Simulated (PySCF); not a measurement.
# Dipole moment and polarisability of `O=C1CO[C@@]1(F)C(F)F`

Species: C4H3F3O2.
SMILES with atom numbers: `[O:1]=[C:2]1[CH2:3][O:4][C@@:5]1([F:6])[CH:7]([F:8])[F:9]` (hydrogens: H10, H11 on C3; H12 on C7)

Geometry (GFN2-xTB, Å), atoms numbered from 1 in this order:
```
atom  x, y, z in Å
O1     0.8985    1.9425    0.7660
C2     0.8055    0.8557    0.3097
C3     1.5859   -0.4395    0.3145
O4     0.6159   -1.0304   -0.5706
C5    -0.1980    0.1121   -0.6057
F6    -0.3236    0.6112   -1.8687
C7    -1.6125   -0.1539   -0.0562
F8    -1.5107   -0.7285    1.1599
F9    -2.2887    0.9951    0.1037
H10    1.6281   -0.9530    1.2779
H11    2.5806   -0.3905   -0.1348
H12   -2.1799   -0.8217   -0.7216
```

Level: PBE0/def2-SVPD (PySCF), static field, nuclei fixed, core orbitals frozen in the response. The polarisability tensor in these axes (au):

```
x   57.73 -1.51  4.30
y   -1.51 55.17  1.91
z    4.30  1.91 49.23
```

**Question.** Diagonalise the tensor; give its mean and Δα, where Δα² is half the sum of the squared differences of the eigenvalues.

**Answer.** Principal values 46.78, 55.72 and 59.63 au; mean 54.04 au = 8.01 Å³ = 8.91 × 10⁻⁴⁰ C²·m²/J; Δα = 11.41 au (21 % of the mean).

**Question.** What is the dipole moment, and where does it point?

**Answer.** (1.30, -2.12, -0.02) D, 2.49 D in size, pointing from the negative to the positive side. Measured along this direction, the outermost atoms are F9 at the negative end and H11 and H10 at the positive end.

**Question.** Directions of the eigenvectors, and the extent of the frame along each?

**Answer.** Largest value along (0.92, -0.16, 0.35), where the nuclei span 4.63 Å; middle along (0.05, 0.95, 0.31), 3.25 Å; least along (-0.38, -0.27, 0.88), 3.49 Å. The strongest response lies along the longest span, while the other two are in reverse order.

**Question.** Estimate the molar refractivity from the static electronic polarisability.

**Answer.** Lorentz–Lorenz: R = (4π/3)N_A α = 2.5225 cm³/(mol·Å³) × 8.01 Å³ = 20.2 cm³/mol, in the limit of long wavelengths.

**Question.** What are the principal values of the traceless quadrupole moment, Θ = ½Σq(3rr − r²1), about the centre of nuclear charge?

**Answer.** -8.31, -2.57, 10.89 D·Å. The values depend on the origin, since the dipole doesn't vanish. The electronic extent ⟨r²⟩ about the same centre is 961 bohr², a root-mean-square distance of 1.96 Å for the 70 electrons.

Geometry: GFN2-xTB, one conformer, isolated molecule.
